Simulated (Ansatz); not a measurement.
`O=[CH][GeH3]` + `O=CO` → `O=C[O][GeH3]` + `C=O` at 400 K and 1 bar (ligand exchange at a Ge–C bond).

Gas-phase electronic energies from Ansatz, PBE0-D4/def2-TZVP geometries. CCSD(T)/CBS is the MP2 limit (def2-TZVPP, def2-QZVPP) plus CCSD(T) − MP2 in def2-TZVPP, frozen cores. This one scheme is used for every species. For Ge outer-core shells are correlated without core-valence functions, which leaves a few kJ/mol of doubt a bond. Scalar relativity is left out up to krypton. One conformer a species, not always the lowest.

```csv
species,CCSD(T)/CBS energy (Eh),H − E (kJ/mol),S (J/(mol·K))
`O=[CH][GeH3]`,-2191.69659,130.5,326.2
`O=CO`,-189.60296,105.1,262.3
`O=C[O][GeH3]`,-2266.92775,150.8,339.1
`C=O`,-114.39408,83.9,229.4
```

H − E and S are ideal-gas, rigid-rotor, harmonic terms from PBE0-D4/def2-TZVP, for one conformer and one mirror image of each species. 1 Eh = 2625.50 kJ/mol, R = 8.31446 J/(mol·K).

By hand: ΔE, ΔH, ΔS and ΔG.

ΔE = (-2266.92775) + (-114.39408) − (-2191.69659) − (-189.60296) = -0.02228 Eh = -58.5 kJ/mol. Δ(H − E) = 150.8 + 83.9 − 130.5 − 105.1 = -0.9, so ΔH = -59.4 kJ/mol. ΔS = 339.1 + 229.4 − 326.2 − 262.3 = -20.0 J/(mol·K). ΔG = -59.4 − 400 × (-20.0)/1000 = -51.4 kJ/mol.

By hand: the equilibrium constant, and the temperature at which ΔG would vanish if ΔH and ΔS stayed fixed.

log₁₀ K = −ΔG/(RT ln 10) = 6.7. ΔG = 0 at ΔH/ΔS = 2970 K, far beyond where these terms or the molecules hold.

ΔH outweighs TΔS. A doubt of 5 kJ/mol in ΔE shifts log₁₀ K by 0.7 here. Other conformers and mirror images would add mixing entropy, several J/(mol·K) or more a flexible species. These are equilibria of isolated gas molecules and say nothing of rates. Largest T1 diagnostic: 0.016 (customary marks: 0.02 for closed shells, 0.045 for open ones).
